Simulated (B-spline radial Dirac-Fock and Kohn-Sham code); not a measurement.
Subshell photoionisation cross sections of Co against photon energy

System: atomic cobalt in the configuration [Ar] 3d7 4s2.

Model: the independent-particle Dirac-Slater model, thresholds from Dirac-Fock. Program: a radial finite-basis atomic code. Values are in kb; a dash marks an energy below the computed threshold. Values for outer subshells far above threshold carry numerical ripple of a few per cent.

| hν (eV) | 1s | 2p1/2 | 3s | 3p3/2 | 4s |
| --- | --- | --- | --- | --- | --- |
| 21.22 | – | – | – | – | 11.1 |
| 40.81 | – | – | – | – | 157 |
| 60 | – | – | – | – | 136 |
| 80 | – | – | – | 571 | 95.6 |
| 100 | – | – | – | 397 | 66.2 |
| 150 | – | – | 310 | 619 | 33.0 |
| 200 | – | – | 261 | 604 | 22.6 |
| 300 | – | – | 165 | 420 | 13.6 |
| 400 | – | – | 110 | 280 | 8.31 |
| 600 | – | – | 58.4 | 137 | 4.25 |
| 800 | – | – | 35.9 | 75.9 | 2.59 |
| 1000 | – | 249 | 24.1 | 46.0 | 1.70 |
| 1253.6 | – | 141 | 15.8 | 26.8 | 1.13 |
| 1486.9 | – | 89.5 | 11.4 | 17.5 | 0.799 |
| 2000 | – | 39.3 | 6.32 | 8.06 | 0.448 |
| 2984.4 | – | 12.2 | 2.75 | 2.65 | 0.194 |
| 4000 | – | 4.96 | 1.46 | 1.12 | 0.103 |
| 5414.7 | – | 1.89 | 0.732 | 0.438 | 0.0518 |
| 6000 | – | 1.36 | 0.576 | 0.317 | 0.0407 |
| 8047.8 | 27.9 | 0.516 | 0.286 | 0.122 | 0.0202 |
| 9251.7 | 19.5 | 0.322 | 0.203 | 0.0770 | 0.0144 |
| 12000 | 9.84 | 0.132 | 0.106 | 0.0318 | 0.00748 |
| 15000 | 5.37 | 0.0607 | 0.0592 | 0.0147 | 0.00420 |
| 17479.3 | 3.52 | 0.0354 | 0.0395 | 0.00853 | 0.00280 |
| 22162.9 | 1.80 | 0.0151 | 0.0208 | 0.00364 | 0.00147 |
| 30000 | 0.753 | 0.00503 | 0.00898 | 0.00121 | 0.000638 |
| 40000 | 0.323 | 0.00175 | 0.00397 | 0.000417 | 0.000282 |
| 59318.2 | 0.0991 | 0.000407 | 0.00126 | 9.48e-05 | 8.95e-05 |
| 80000 | 0.0399 | 0.000135 | 0.000516 | 3.07e-05 | 3.67e-05 |
| 100000 | 0.0201 | 5.92e-05 | 0.000264 | 1.33e-05 | 1.88e-05 |
| 150000 | 0.00579 | 1.37e-05 | 7.72e-05 | 2.96e-06 | 5.50e-06 |
| 200000 | 0.00241 | 4.96e-06 | 3.24e-05 | 1.05e-06 | 2.31e-06 |

At 200000 eV the multipoles beyond E1 give 45.4 % of 1s, 60.1 % of 2p1/2, 45.7 % of 3s, 55.6 % of 3p3/2, 45.7 % of 4s.
